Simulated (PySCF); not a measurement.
The multiplicity is imposed and other spin states were not computed.

Cartesian coordinates (Å):
```xyz
7

Zn    -0.0175    -0.1210     0.0221
Cl    -0.3897    -0.9324     1.9128
O      0.3011     0.7247    -1.4894
C      0.4072     0.1375    -2.7567
H      1.2389    -0.5929    -2.8360
H      0.6067     0.9307    -3.5007
H     -0.5187    -0.3811    -3.0816
```
Charge 0, spin multiplicity 1.

Q: What is the computed LUMO, charge on the central atom (Mulliken), dipole moment, HOMO–LUMO gap, total energy, HOMO and charge on the central atom (meta-Löwdin) (TPSSh-D3(BJ)/def2-TZVP // r2SCAN-D4/def2-SVP (PySCF 2.14.0))?

A: 
```
Quantity                                         Result
----------------------------------------  -------------
LUMO                                           -1.69 eV
charge on the central atom (Mulliken)            0.59 e
dipole moment                                    1.57 D
HOMO–LUMO gap                                   5.25 eV
total energy                              -2354.8629 Ha
HOMO                                           -6.94 eV
charge on the central atom (meta-Löwdin)         1.27 e
```
